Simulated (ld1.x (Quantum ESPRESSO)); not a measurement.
## Reading a pseudo-wave (holmium)

Columns: radius, all-electron u(r) and pseudo u(r) of the 6p shell (level -1.23 eV) of holmium in the configuration [Xe] 4f10 5d1.5 6s1.5 6p0; PBEsol, scalar-relativistic, TM scheme, ld1.x (Quantum ESPRESSO) 7.5.

```json
{"r (bohr)": "0.178", "all-electron": "-0.0690", "pseudo": "0.0026"}
{"r (bohr)": "0.355", "all-electron": "0.0844", "pseudo": "0.0102"}
{"r (bohr)": "0.533", "all-electron": "0.0734", "pseudo": "0.0221"}
{"r (bohr)": "0.710", "all-electron": "-0.0431", "pseudo": "0.0369"}
{"r (bohr)": "0.888", "all-electron": "-0.1388", "pseudo": "0.0535"}
{"r (bohr)": "1.065", "all-electron": "-0.1804", "pseudo": "0.0703"}
{"r (bohr)": "1.243", "all-electron": "-0.1759", "pseudo": "0.0868"}
{"r (bohr)": "1.420", "all-electron": "-0.1402", "pseudo": "0.1024"}
{"r (bohr)": "1.598", "all-electron": "-0.0864", "pseudo": "0.1177"}
{"r (bohr)": "1.775", "all-electron": "-0.0248", "pseudo": "0.1337"}
{"r (bohr)": "1.953", "all-electron": "0.0391", "pseudo": "0.1517"}
{"r (bohr)": "2.130", "all-electron": "0.1007", "pseudo": "0.1730"}
{"r (bohr)": "2.308", "all-electron": "0.1586", "pseudo": "0.1990"}
{"r (bohr)": "2.485", "all-electron": "0.2111", "pseudo": "0.2298"}
{"r (bohr)": "2.662", "all-electron": "0.2582", "pseudo": "0.2645"}
{"r (bohr)": "2.840", "all-electron": "0.2999", "pseudo": "0.3012"}
{"r (bohr)": "3.018", "all-electron": "0.3362", "pseudo": "0.3362"}
{"r (bohr)": "3.195", "all-electron": "0.3670", "pseudo": "0.3670"}
{"r (bohr)": "3.373", "all-electron": "0.3930", "pseudo": "0.3930"}
{"r (bohr)": "3.550", "all-electron": "0.4143", "pseudo": "0.4143"}
{"r (bohr)": "3.728", "all-electron": "0.4312", "pseudo": "0.4312"}
{"r (bohr)": "3.905", "all-electron": "0.4441", "pseudo": "0.4441"}
{"r (bohr)": "4.083", "all-electron": "0.4533", "pseudo": "0.4533"}
{"r (bohr)": "4.260", "all-electron": "0.4591", "pseudo": "0.4591"}
{"r (bohr)": "4.438", "all-electron": "0.4619", "pseudo": "0.4619"}
{"r (bohr)": "4.615", "all-electron": "0.4620", "pseudo": "0.4620"}
```

(1) How many radial nodes do the two functions have?

(2) At about which radius was the pseudo-wave matched?

(3) Is the pseudo-wave norm-conserving?

Answers

(1) The all-electron 6p function has n − l − 1 = 4 (the table is too coarse to show those close to the nucleus); the pseudo-wave has 0, since the states of the same l below it are removed with the core.

(2) 3.25 bohr. The columns agree to 0.0005 from 3.02 bohr on; several derivatives are matched, so the curves merge somewhat inside the radius.

(3) Yes: the TM scheme keeps the norm inside the radius equal to the all-electron one, which fixes the energy derivative of the logarithmic derivative at the level.
